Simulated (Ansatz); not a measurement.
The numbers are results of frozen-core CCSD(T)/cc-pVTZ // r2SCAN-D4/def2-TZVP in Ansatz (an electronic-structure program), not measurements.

Ansatz 0.2 input:
```yaml
crystal:
  periodic: [false, false, false]
  atoms:
    - { symbol: Br, position_ang: [1.84497, -0.461839, 0.007427] }
    - { symbol: B, position_ang: [0.000032, 0.000007, -0.000052] }
    - { symbol: Br, position_ang: [-0.522606, 1.828642, -0.002713] }
    - { symbol: Br, position_ang: [-1.322396, -1.366811, -0.004663] }
basis:
  gaussian: { orbitals: cc-pVTZ }
correlation:
  method: ccsd_t
```

Output:

```
Functional definition: HF
1036 factors; integrals over basis functions are off by at most 4.5e-4 eV
mean field evaluation 1: about -210674.0633 eV, gradient 1.9e1 eV
mean field evaluation 2: about -210674.1678 eV, gradient 1.9e1 eV
mean field evaluation 4: about -210675.4912 eV, gradient 2.2e0 eV
mean field evaluation 8: about -210675.5245 eV, gradient 8.7e-2 eV
mean field evaluation 16: about -210674.8873 eV, gradient 1.4e1 eV
mean field -210675.52458371 eV, -7742.1827274520 hartree, gradient 1.7e-6 eV, S^2 0.000000; 0 other end points of the search recorded, 0 dependent functions left out
28 core orbitals not correlated
reference -210675.52458371 eV, -7742.1827274520 hartree; 27, 27 occupied and 104, 104 virtual orbitals, 1036 factors
second order -21.01825938 eV of doubles, -0.00000000 eV of singles
cycle   1  -21.04204770 eV  change   -2.4e-2 eV  update   1.0e-1
cycle   2  -21.53138521 eV  change   -4.9e-1 eV  update   2.9e-2
cycle   3  -21.62982452 eV  change   -9.8e-2 eV  update   1.6e-2
cycle   4  -21.61009878 eV  change    2.0e-2 eV  update   4.7e-3
cycle   5  -21.60986265 eV  change    2.4e-4 eV  update   2.0e-3
cycle   6  -21.60982331 eV  change    3.9e-5 eV  update   4.2e-4
cycle   7  -21.60964526 eV  change    1.8e-4 eV  update   1.1e-4
cycle   8  -21.60969316 eV  change   -4.8e-5 eV  update   2.7e-5
perturbative correction -0.93638876 eV, -0.0344116521 hartree
Total energy: -210698.07066563 eV, -7743.0112806803 hartree
```

Cost: very roughly 110 core-seconds.
